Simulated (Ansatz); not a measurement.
One change: `CC(F)[SiH3]` becomes `FC[SiH3]`.

Ansatz, PBE0-D4/def2-TZVP geometries, multiplicity 1. 

| property | `CC(F)[SiH3]` |
| --- | --- |
| LUMO energy (B3LYP/def2-TZVPP) / eV | 0.30 |
| HOMO–LUMO gap (ωB97M-V/def2-TZVPP) / eV | 12.73 |
| size of the dipole moment (ωB97M-V/def2-TZVPP) / D | 1.69 |
| HOMO energy (PBE0/def2-TZVPP) / eV | -8.34 |
| LUMO energy (PBE/def2-TZVPP) / eV | -0.27 |
| HOMO energy (B3LYP/def2-TZVPP) / eV | -8.15 |

Q: What does the change do to each property? (An estimate is asked.)

A: The calculation gave: 
| property | `FC[SiH3]` | shift |
| --- | --- | --- |
| LUMO energy (B3LYP/def2-TZVPP) / eV | 0.25 | -0.05 |
| HOMO–LUMO gap (ωB97M-V/def2-TZVPP) / eV | 13.08 | 0.35 |
| size of the dipole moment (ωB97M-V/def2-TZVPP) / D | 1.57 | -0.12 |
| HOMO energy (PBE0/def2-TZVPP) / eV | -8.73 | -0.39 |
| LUMO energy (PBE/def2-TZVPP) / eV | -0.31 | -0.04 |
| HOMO energy (B3LYP/def2-TZVPP) / eV | -8.51 | -0.36 |

With PBE0 the HOMO falls by 0.39 eV and the LUMO falls by 0.05 eV, so the gap widens by about 0.34 eV. PBE moves the HOMO by -0.31 eV and ωB97M-V by -0.42 eV. The zero-point energy changes by -73.7 kJ/mol with -9 modes. Dipoles are sizes alone; their direction can turn.

B3LYP here is the variant with VWN-RPA as its local correlation; programs differ in this.
